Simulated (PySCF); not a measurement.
Run record: geometry optimisation, `Br[SiH]1CC1`.

Computed with PBE0-D3(BJ)/def2-SVP geometry optimisation, gas phase (PySCF 2.14.0). Start geometry: GFN2-xTB. The command runs a driver script over a list of jobs; the input below is this job's line of settings and its coordinates in Å.

Command:
```bash
OMP_NUM_THREADS=1 python probes_run.py task.json out
```

Input:
```
{"job": {"xc": "PBE0", "basis": "def2-SVP", "d3": "d3bj", "grid": 1, "shake": 0.01, "kind": "geom"}, "charge": 0, "multiplicity": 1}
Br     2.676410    -0.087390    -1.014550
Si     0.986740     0.010450     0.448890
C     -0.637770    -0.776280    -0.098740
C     -0.576720     0.775260    -0.157120
H      1.509500     0.063440     1.782720
H     -1.288100    -1.204720     0.637900
H     -0.677630    -1.286140    -1.041070
H     -1.258420     1.277990     0.532060
H     -0.676200     1.210240    -1.123810
```

Output:
```
step   0  E = -2941.90187915  max force = 0.031369
step   1  E = -2941.90393760  max force = 0.014187
step   2  E = -2941.90551801  max force = 0.003770
step   3  E = -2941.90577777  max force = 0.002106
step   4  E = -2941.90586763  max force = 0.001349
step   5  E = -2941.90589680  max force = 0.001208
step   6  E = -2941.90591998  max force = 0.000928
step   7  E = -2941.90593473  max force = 0.000725
step   8  E = -2941.90594386  max force = 0.000553
step   9  E = -2941.90594627  max force = 0.000519
optimisation converged
```

Energies in Eh; «max force» is the largest Cartesian gradient component in Eh/bohr.

Problem. Give the first gradient maximum in eV/Å.

Solution. With 1 Eh/bohr = 51.422 eV/Å, 1.613 eV/Å.

Problem. How much energy does the optimisation release, in eV?

Solution. E(step 0) − E(last step) = 0.004067 Eh, which is 0.111 eV.

Main results: final energy -2941.90595 Eh after 9 steps; dipole 1.34 D.

Problem. Where do the atoms end?

Solution. 0.046 Å rms from the input after alignment:
```
atom  x, y, z in Å
Br1    2.2847    1.3636   -1.0807
Si2    0.8154    0.5636    0.3686
C3    -0.0894   -0.9926   -0.0389
C4    -0.9308    0.3064   -0.1714
H5     1.1627    0.9324    1.7592
H6    -0.3688   -1.6838    0.7644
H7     0.1457   -1.5120   -0.9746
H8    -1.7454    0.4451    0.5488
H9    -1.2196    0.5935   -1.1886
```

Problem. Estimate the wall time. Hardware: one thread of an Arm Neoverse V2, no GPU (shared host). And the peak memory of the process?

Solution. About 31 s, with 0.42 GiB resident at the peak, the Python interpreter and its libraries included.
Labels such as C1 count atoms from 1, the log's own numbers from 0.
